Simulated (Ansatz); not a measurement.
A structure relaxed at PBE0-D4/def2-TZVP, charge 0, multiplicity 1:

| atom | x (Å) | y (Å) | z (Å) |
| --- | --- | --- | --- |
| F1 | 1.516 | 0.992 | -0.348 |
| Ti2 | 0.077 | 0.051 | -0.017 |
| S3 | -1.803 | 1.314 | 0.064 |
| S4 | 0.172 | -1.041 | 1.966 |
| S5 | -0.314 | -1.542 | -1.581 |
| H6 | -1.142 | 2.276 | 0.741 |
| H7 | 1.462 | -1.368 | 1.738 |
| H8 | 0.030 | -0.681 | -2.563 |

(1) Give its formula and SMILES.

(2) Point group (tolerance 0.08 Å, 0.16 Å for H)?

(3) Summarise the bond lengths by kind.

Results:

(1) FH3S3Ti, `[F][Ti]([SH])([SH])[SH]`.

(2) C3.

(3) 1 × F–Ti 1.751 Å; 3 × S–Ti 2.266 Å; 3 × H–S 1.350 Å.

Results of the Gaussian-basis code of Ansatz.
